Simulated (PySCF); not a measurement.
Species: C7H10O.
Numbering: `[CH2:1]=[C:2](/[CH:3]=[CH:4]\[CH3:5])[C:6]([CH3:7])=[O:8]` (hydrogens: H9, H10 on C1; H11 on C3; H12 on C4; H13, H14, H15 on C5; H16, H17, H18 on C7)

The geometry is computed with GFN2-xTB (gas phase).

What internal coordinates does the optimisation give?

| bond | length (bohr) |
| --- | --- |
| C1=C2 | 2.521 |
| C2–C3 | 2.771 |
| C3=C4 | 2.512 |
| C4–C5 | 2.817 |
| C2–C6 | 2.822 |
| C6–C7 | 2.855 |
| C6=O8 | 2.284 |
| C1–H9 | 2.035 |
| C1–H10 | 2.036 |
| C3–H11 | 2.047 |
| C4–H12 | 2.046 |
| C5–H13, C5–H14, C5–H15 | 2.058 |
| C7–H16, C7–H17, C7–H18 | 2.054 |

Bonds in one row agree within 0.02 bohr and their mean is given. A selection of angles:
| angle | degrees |
| --- | --- |
| C2–C1–H9 | 120.7 |
| C2–C1–H10 | 122.0 |
| H9–C1–H10 | 117.3 |
| C1–C2–C3 | 121.8 |
| C1–C2–C6 | 117.9 |
| C3–C2–C6 | 120.2 |
| C2–C3–C4 | 126.0 |
| C2–C3–H11 | 114.8 |
| C4–C3–H11 | 119.1 |
| C3–C4–C5 | 126.5 |
| C3–C4–H12 | 118.6 |
| C5–C4–H12 | 114.8 |
| C4–C5–H13 | 110.5 |
| C4–C5–H14 | 111.8 |
| H13–C5–H14 | 109.3 |
| H13–C5–H15 | 107.2 |
| C2–C6–C7 | 115.5 |
| C2–C6–O8 | 122.2 |
| C7–C6–O8 | 122.2 |
| C6–C7–H16 | 109.0 |
| C6–C7–H18 | 111.8 |
| H16–C7–H17 | 107.5 |
| H16–C7–H18 | 110.4 |

Torsions: C1–C2–C3–C4 137° (anticlinal); C2–C3–C4–C5 -1° (synperiplanar); C1–C2–C6–C7 140° (anticlinal). The mirror-image conformer, all signs reversed, is as good.

Of the pairs four or more bonds apart, C6···H14 is among the closest relative to their van der Waals radii: 2.48 Å, 86 % of the sum of Bondi's values. The 6 C–C bonds span 1.329 Å (C3=C4, drawn double) to 1.511 Å (C6–C7, drawn single), a spread of 0.182 Å.

Point group: C1 (no symmetry element, even within 0.4 Å). Not checked by GFN2-xTB frequencies. The numbers are those of one conformer.
